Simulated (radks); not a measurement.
Values are calculated unless marked as measured or tabulated.
Q: Ionisation of Er, [Xe] 4f12 6s2, to Er+, [Xe] 4f12 6s1, under several functionals. Dirac Kohn-Sham, spin-unpolarised, spherical densities, finite nucleus; open shells fill j = l - 1/2 first; a radial shooting solver on a logarithmic mesh with Libxc functionals. Known Delta-SCF values: XLYP 6.368 eV; PBEsol 6.398 eV. What does RPBE give, and what is its highest occupied eigenvalue?

A: 6.278 eV by Delta-SCF; the 4f7/2 eigenvalue is -2.582 eV. NIST: 6.108 eV (measured).

Beside tabulated values, note that spin-unpolarised runs miss the spin-polarisation part of the exchange energy of open shells.
